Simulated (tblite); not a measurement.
A tight-binding relaxation on `C#C[CH2][GeH2][O][SiH2]O[SiH3]`.

Computed with GFN2-xTB geometry optimisation, gas phase (tblite 0.8.0). Start geometry: from a force field or distance geometry. The input is one job of a driver script: a line of settings, then coordinates in Å.

Command:
```bash
OMP_NUM_THREADS=1 python probes_run.py task.json out
```

Input:
```
{"job": {"kind": "relax", "xc": "GFN2-xTB", "basis": "xTB"}, "charge": 0, "multiplicity": 1}
C     -2.243800     2.120900    -0.390400
C     -2.642900     0.984500    -0.287500
C     -3.089100    -0.424800    -0.131200
Ge    -1.485900    -1.534600    -0.138100
O     -0.257000    -0.525100     0.714300
Si     1.009700    -0.038500    -0.327600
O      2.427100     0.005100     0.676000
Si     3.810600     0.420300    -0.226900
H     -1.900000     3.120900    -0.474300
H     -3.676100    -0.711400    -1.011700
H     -3.649100    -0.552700     0.826400
H     -1.803600    -2.749400     0.794900
H     -1.034700    -1.940800    -1.523600
H      1.260700    -0.968500    -1.415500
H      0.773500     1.292200    -0.933700
H      4.958800     0.397200     0.697300
H      3.933600    -0.598800    -1.281200
H      3.599700     1.710000    -0.843500
```

**Question.** Give the output.

**Answer.** 
```
step      E/eV     max force
  0    -683.38056    2.840
  1    -683.72857    1.706
  2    -683.72555    5.531
  3    -683.91052    1.762
  4    -683.94840    0.604
  5    -683.98115    0.472
  6    -684.02268    0.561
  7    -684.04198    0.584
  8    -684.08836    0.379
  9    -684.10712    0.355
... (240 lines left out)
250    -684.55416    0.029
251    -684.55433    0.030
252    -684.55449    0.033
253    -684.55460    0.035
254    -684.55466    0.021
255    -684.55469    0.017
256    -684.55472    0.011
257    -684.55474    0.012
258    -684.55475    0.011
259    -684.55476    0.005
```

«max force» is the largest atomic force in eV/Å.

**Question.** From which step on does the largest force stay under 0.1 eV/Å, and how much energy is left to gain from there?

**Answer.** From step 206 (0.086 eV/Å), 15.0 meV above the end.

Summary of the converged run: energy lowered by 27.1 kcal/mol over 259 steps; largest atomic force 0.005 eV/Å at the end.

**Question.** Where do the atoms end?

**Answer.** 2.006 Å rms from the input after alignment:
```
atom  x, y, z in Å
C1    -3.3263    1.5372   -0.7177
C2    -2.5888    0.8687   -0.0516
C3    -1.6971    0.0444    0.7262
Ge4   -0.9052   -1.4033   -0.3968
O5     0.0530   -0.6797   -1.6644
Si6    1.1702    0.4643   -1.9048
O7     2.2507    0.5133   -0.6957
Si8    2.7880   -0.1395    0.6806
H9    -3.9763    2.1395   -1.2790
H10   -2.2397   -0.3927    1.5674
H11   -0.8830    0.6572    1.1228
H12    0.0253   -2.3175    0.3782
H13   -1.8989   -2.2012   -1.2040
H14    1.8700    0.0345   -3.1043
H15    0.5489    1.7822   -1.9027
H16    1.7065   -0.1074    1.6777
H17    3.1955   -1.5252    0.4429
H18    3.8985    0.7315    1.0487
```

**Question.** Estimate the wall time. Hardware: one thread of an Arm Neoverse N1, shared host.

**Answer.** About 4.4 s.
Labels such as C1 count atoms from 1, the log's own numbers from 0.
